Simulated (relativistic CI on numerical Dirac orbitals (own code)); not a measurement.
What each ingredient does to the levels of Sr¹²⁺

Base calculation: Dirac-Coulomb-Breit CI, orbitals from a KLI potential per configuration, model QED (radiative potential, 1s self-energy scaled to tabulated hydrogen-like ionisation energies), unscaled Slater integrals.

Configurations in the expansion (outside the closed core [Ne]): 3s2 3p6 3d8, 3s2 3p5 3d9, 3s2 3p4 3d10, 3s 3p6 3d9, 3s2 3p6 3d7 4s, 3s2 3p6 3d7 4p, 3p6 3d10, 3s2 3p6 3d7 4d, 3s2 3p6 3d6 4s2, 3s 3p5 3d10, 3s2 3p6 3d6 4s 4p, 3s2 3p6 3d7 4f, 3s2 3p6 3d7 5s, 3s2 3p6 3d6 4p2, 3s2 3p6 3d7 5p, 3s2 3p5 3d8 4s, 3s2 3p6 3d6 4s 4d, 3s2 3p6 3d7 5d, 3s2 3p6 3d6 4p 4d, 3s2 3p4 3d9 4s, 3s2 3p5 3d8 4p, 3s2 3p6 3d7 5f, 3s2 3p6 3d7 5g, 3s2 3p6 3d7 6s, 3s2 3p4 3d9 4p, 3s2 3p6 3d7 6p, 3s2 3p5 3d7 4s2, 3s2 3p6 3d6 4d2, 3s2 3p6 3d7 6d, 3s2 3p5 3d7 4s 4p, 3s2 3p5 3d8 4d, 3s2 3p4 3d9 4d, 3s 3p6 3d8 4s, 3s 3p5 3d9 4s, 3s 3p5 3d9 4p, 3s 3p6 3d8 4p. Levels of other configurations are missing.

The lowest level and the first level of each name with at least 55 % of one term (blank where a level has no safe partner in the second run):

| Level | Base (cm⁻¹) | Shift (cm⁻¹) |
| --- | --- | --- |
| 3s2 3p6 3d8 3F_4 | 0 | 0 |
| 3s2 3p6 3d8 3F_3 | 12953 | -45 |
| 3s2 3p6 3d8 3F_2 | 17899 | -41 |
| 3s2 3p6 3d8 3P_1 | 52610 | -45 |
| 3s2 3p6 3d8 3P_0 | 52859 | -36 |
| 3s2 3p6 3d8 1G_4 | 65906 | -38 |
| 3s2 3p6 3d8 1S_0 | 136473 | -52 |
| 3s2 3p5 3d9 3F°_4 | 1058393 | +127 |
| 3s2 3p5 3d9 1D°_2 | 1075577 | +106 |
| 3s2 3p5 3d9 3F°_3 | 1093263 | +62 |
| 3s2 3p5 3d9 3P°_1 | 1136786 | +88 |
| 3s2 3p5 3d9 3P°_0 | 1138273 | +78 |
| 3s2 3p5 3d9 3D°_3 | 1151652 | +79 |
| 3s2 3p5 3d9 3D°_1 | 1171518 | +78 |

At this charge energies of transitions that change n are usually good to better than 1 %, and those within a shell (Δn = 0) to a few per cent. Terms inside the open d or f shell come out 10 to 20 % too wide with unscaled integrals.

One thing was changed in a second run, which moved the levels as shown. Which?
A. P86 correlation estimate
B. non-relativistic limit
C. QED terms removed
D. configuration mixing switched off
E. Breit term removed

C. QED terms removed. QED shifts follow the density of s (and p1/2) electrons at the nucleus, so configurations move by their count of such electrons; where none moves, the smaller shifts of p3/2 electrons and of j = l + 1/2 against j = l − 1/2 set the pattern.

LS names give the leading component of a level, which can be under half, so a name can repeat, a term be missing and a line seem to break the LS rules.
